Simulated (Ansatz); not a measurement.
Name a neutral molecule of C, Ga, Se, Si, Te and H with LUMO energy (B3LYP/def2-TZVPP) between -1.55 and -1.25 eV and size of the dipole moment (ωB97M-V/def2-TZVPP) between 1.05 and 1.35 D (Ansatz, PBE0-D4/def2-TZVP geometry).

`C[SiH2][Se][SiH]([GaH2])[TeH]` (-1.50 eV, 1.18 D). Other molecules can fit too; these were computed, each in one conformer that needn't be the lowest.

B3LYP here is the variant with VWN-RPA as its local correlation; programs differ in this.
